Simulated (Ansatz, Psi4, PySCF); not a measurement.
CH₂Cl, doublet, at a GFN2-xTB geometry. Base run: PySCF with PBE/6-31G**.

The PySCF input:
```python
from pyscf import gto, scf, dft

mol = gto.Mole()
mol.atom = '''
    C     0.00128034   -0.21316871   -1.07804677
    Cl   -0.00067229    0.11193254    0.56607046
    H     0.94272613   -0.30818573   -1.57707968
    H    -0.93897920   -0.31565514   -1.57783752
'''
mol.basis = '6-31g**'
mol.spin = 1
mol.verbose = 4
mol.build()

mf = dft.UKS(mol)
mf.xc = 'pbe'
mf.kernel()
```

The same geometry, method and basis name were run in Ansatz (an electronic-structure program) and Psi4 and PySCF, at each program's defaults and at the settings that a row names. The base is PySCF at its defaults. Differences at the defaults can come from grids, fitting, cores and function types together.

```json
[
 {"code and settings": "PySCF, defaults (exact integrals, its default grid, spherical functions)", "ΔE vs base (mEh)": "0.000", "basis functions": "42", "E (Eh)": "-499.17369", "SCF cycles": "9", "dipole (D)": "1.00"},
 {"code and settings": "Psi4, defaults (density fitting with its default set, its default grid, Cartesian functions)", "ΔE vs base (mEh)": "-4.521", "basis functions": "44", "E (Eh)": "-499.17821", "SCF cycles": "9", "dipole (D)": "1.00"},
 {"code and settings": "Ansatz, defaults (factorised integrals, its default grid, Cartesian functions)", "ΔE vs base (mEh)": "-4.482", "basis functions": "44", "E (Eh)": "-499.17817", "SCF cycles": "-", "dipole (D)": "-"},
 {"code and settings": "PySCF, density fitting with def2-universal-jkfit", "ΔE vs base (mEh)": "-0.039", "basis functions": "42", "E (Eh)": "-499.17373", "SCF cycles": "9", "dipole (D)": "1.00"},
 {"code and settings": "PySCF, fine grid", "ΔE vs base (mEh)": "0.000", "basis functions": "42", "E (Eh)": "-499.17369", "SCF cycles": "9", "dipole (D)": "1.00"},
 {"code and settings": "Psi4, exact integrals, spherical functions, fine grid", "ΔE vs base (mEh)": "0.000", "basis functions": "42", "E (Eh)": "-499.17369", "SCF cycles": "11", "dipole (D)": "1.00"},
 {"code and settings": "Ansatz, high accuracy, Cartesian functions as the basis file defines them", "ΔE vs base (mEh)": "-4.481", "basis functions": "44", "E (Eh)": "-499.17817", "SCF cycles": "-", "dipole (D)": "-"}
]
```

Open shells are given as the SCF converged; they aren't shown to be the lowest states, and a large step between rows can be another state.
